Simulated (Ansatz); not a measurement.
Geometry optimisation, RKS PBE-D4/def2-SVP in Ansatz.

Input:

```yaml
crystal:
  periodic: [false, false, false]
  atoms:
    - { symbol: Si, position_ang: [-0.469237, -1.001057, 0.021306] }
    - { symbol: O, position_ang: [1.656088, 0.965513, 1.045964] }
    - { symbol: H, position_ang: [-1.616704, -1.924981, -0.310651] }
    - { symbol: H, position_ang: [0.310979, -1.678866, 1.121742] }
    - { symbol: Si, position_ang: [-1.247139, 1.123042, 0.677627] }
    - { symbol: H, position_ang: [2.139152, 0.814534, 0.211692] }
    - { symbol: As, position_ang: [0.975292, -0.762214, -1.78667] }
    - { symbol: H, position_ang: [1.930662, 0.204255, 1.593857] }
    - { symbol: H, position_ang: [-0.631816, 2.198122, -0.174576] }
    - { symbol: H, position_ang: [-2.739815, 1.175019, 0.448789] }
    - { symbol: H, position_ang: [-1.002568, 1.389669, 2.134384] }
    - { symbol: H, position_ang: [-0.142752, -0.282128, -2.725951] }
    - { symbol: H, position_ang: [0.837858, -2.221009, -2.257512] }
basis:
  gaussian: { orbitals: def2-SVP }
hamiltonian:
  xc: pbe
  dispersion: d4
relax:
  f_tol: 0.03
  max_steps: 50
```

Launched with:

```bash
$ ansatz run input.yaml --threads 4 --pin off --max-ram 5120MiB --backend cpu --events-out ev --progress --plain --runs-dir out
```

Task: Where does it end, and by what steps?

Result: The forces met the threshold. After 5 steps the energy has fallen by 0.030 eV; H6 moved furthest, 0.08 Å.

| step | energy less start (eV) | largest force component (eV/Å) | accepted |
| --- | --- | --- | --- |
| 0 | 0.0000 | 0.607 | yes |
| 1 | 0.0084 | 1.212 | no |
| 2 | -0.0255 | 0.387 | yes |
| 3 | -0.0268 | 0.102 | yes |
| 4 | -0.0256 | 0.298 | no |
| 5 | -0.0300 | 0.029 | yes |

```xyz
13
Properties=species:S:1:pos:R:3
Si -0.500 -1.010 0.052
O 1.679 0.976 1.036
H -1.636 -1.936 -0.311
H 0.284 -1.690 1.147
Si -1.252 1.129 0.685
H 2.090 0.774 0.171
As 1.014 -0.753 -1.792
H 1.938 0.208 1.580
H -0.647 2.196 -0.186
H -2.747 1.172 0.477
H -0.988 1.402 2.137
H -0.100 -0.260 -2.731
H 0.868 -2.209 -2.265
```

Run time: 17 s on 4 threads of Arm Neoverse N1, on a shared host, peak memory 0.2 GiB.
